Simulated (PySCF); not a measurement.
**Manganese: a sound run and one with changed settings**

Sound run: Mn [Ar] 3d5 4s2, Mn⁺ [Ar] 3d5 4s1. All numbers are calculated (PySCF 2.14, scalar relativity by spin-free X2C-1e, in cc-pVTZ-DK (7s6p4d2f1g, 68 functions)). The sound run starts from symmetry-adapted Hartree-Fock orbitals and uses a fine grid where one is needed.

Changed run: radial step 1.2 in ln r (0.13 in the sound run). This setting is unsound on purpose.

| species | method | sound run (hartree) | changed run (hartree) | converged |
| --- | --- | --- | --- | --- |
| Mn | UHF | -1157.38328 | -1157.38328 | yes |
| Mn | TPSS | -1158.56471 | -1154.39331 | yes |
| Mn | M06-2X | -1158.56572 | -1156.71277 | yes |
| Mn⁺ | UHF | -1157.16198 | -1157.16198 | yes |
| Mn⁺ | TPSS | -1158.30355 | -1154.11214 | yes |
| Mn⁺ | M06-2X | -1158.26783 | -1156.45163 | yes |

Ionisation energy of Mn:

```csv
method,sound run (eV),changed run (eV)
UHF,6.022,6.022
TPSS,7.107,7.651
M06-2X,8.106,7.106
```

A coarse radial grid mis-integrates the density and the exchange-correlation energy, with errors of either sign; Hartree-Fock needs no grid.

For comparison, NIST gives 7.434 eV between the lowest levels.
